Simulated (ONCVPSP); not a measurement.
# Before and after: ONCV potential for Zr

Zr, optimised norm-conserving Vanderbilt (ONCV), made with ONCVPSP 4.0.1 (PBEsol, scalar-relativistic). Core [Ar] 3d10, reference 4s2 4p6 4d3 5s1. Waves: 4s+5s: rc 2.20 bohr, ncon 4, nbas 9, qcut 6.9 1/bohr, 3 projectors, debl 1.8 Ha; 4p: rc 1.40 bohr, ncon 4, nbas 8, qcut 5.2 1/bohr, 2 projectors, debl 1.7 Ha; 4d: rc 2.70 bohr, ncon 5, nbas 10, qcut 6.5 1/bohr, 2 projectors, debl 2.4 Ha. Local part: polynomial inside 1.20 bohr (lpopt 5, dvloc0 0 Ha). Core correction: Teter function, fcfact 2.5, rcfact 1.25.

Change: local potential polynomial inside 1.20 bohr (lpopt 5, dvloc0 6.5 Ha).

Cutoffs: the cutoffs (Ha) at which the residual kinetic energy of the hardest occupied pseudo-wave falls to 1 and 0.1 mHa per electron; they do not see the model core or the augmentation charge, which bear on the density cutoff. Errors are all-electron minus pseudo energies relative to the spin-unpolarised reference configuration.

What does the change do?

The potential gets neither clearly harder nor softer (55 Ha and 101 Ha → 55 Ha and 101 Ha); of the 4 tests that both files solve, the error grows in 2 and shrinks in 0 by more than 15 % and 0.3 meV (median size 1.5 → 1.4 meV); neither file shows a bound ghost.

| quantity | base | changed |
| --- | --- | --- |
| cutoff, loose | 55 Ha | 55 Ha |
| cutoff, tight | 101 Ha | 101 Ha |
| bound ghosts | none | none |
| GHOST(+) flags under 300 eV | s at 232.6 eV | none |
| error for 4s2 4p6 4d2 5s2, meV [ΔE -1.21 eV] | +1.4 | +1.3 |
| error for 4s2 4p6 4d2 5s1, meV [ΔE 5.96 eV] | +1.6 | +1.5 |
| error for 4s2 4p6 4d2 5s0, meV [ΔE 18.87 eV] | -0.3 | -0.8 |
| error for 4s2 4p5 4d2 5s2, meV [ΔE 36.76 eV] | -2.3 | -2.8 |
| s: phases at 2.24 bohr within 0.05 rad from the reference energy up to (Ha; the scan ends near 5) | to the end of the scan | to the end of the scan |
| p: phases at 1.42 bohr within 0.05 rad from the reference energy up to (Ha; the scan ends near 5) | to the end of the scan | to the end of the scan |
| d: phases at 2.74 bohr within 0.05 rad from the reference energy up to (Ha; the scan ends near 5) | 4.5 | 4.4 |
| rms error of d²Exc/dni dnj with the model core, mHa | 0.54 | 0.54 |
